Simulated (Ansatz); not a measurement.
System: BPH4, charge 0, singlet. BPH4 (SMILES PB).
B3LYP-D3(BJ)/def2-TZVP minimum from Ansatz (a quantum-chemistry and plane-wave program):
```xyz
6

B      0.0820    -0.4263    -1.2254
H     -0.6940    -0.0338    -2.0361
H      0.8531    -1.2898    -1.4957
P     -0.0924     0.1193     0.5419
H     -0.4032     1.4915     0.4814
H      1.2204     0.1734     1.0485
```

Quantity: atomisation energy (electronic, to ground-state atoms), in kcal/mol. Radicals and triplets start from unrestricted determinants; spin-orbit coupling is neglected. CBS(X,Y): correlation extrapolated as X^-3, Hartree-Fock from the larger set (Q,5: extrapolated as (X+1)exp(-9√X)). A bracket is a step between two methods taken in the basis named. The functionals are non-relativistic, so their misses hold any scalar relativity. Double hybrids freeze cores in their MP2 part. '+ core + X2C': CCSD(T) terms for core correlation (cc-pwCVTZ, 1s frozen past Ne) and scalar relativity (cc-pVTZ-DK). Where a partner has so few electrons that a lower coupled-cluster level is exact, that level stands in.

CCSD(T)/CBS(cc-pV(Q+d)Z,cc-pV(5+d)Z) + [CCSDT(Q) - CCSD(T)]/cc-pV(T+d)Z + [CCSDTQ - CCSDT(Q)]/cc-pV(D+d)Z + core + X2C (Ansatz) gives 417.7 kcal/mol.

Question: What does PBE/def2-TZVPD (Ansatz) give here, and how do the other levels compare?

Answer: PBE gives 420.1 kcal/mol, 2.4 kcal/mol above it. Differences of the others: wB97M-V/def2-TZVPD (Ansatz) 5.2; B2PLYP/def2-TZVPD (Ansatz) -3.0; CCSD(T)/CBS(cc-pV(Q+d)Z,cc-pV(5+d)Z) + core + X2C (Ansatz) -0.3 kcal/mol. Nearer than PBE: CCSD(T)/CBS(cc-pV(Q+d)Z,cc-pV(5+d)Z) + core + X2C.
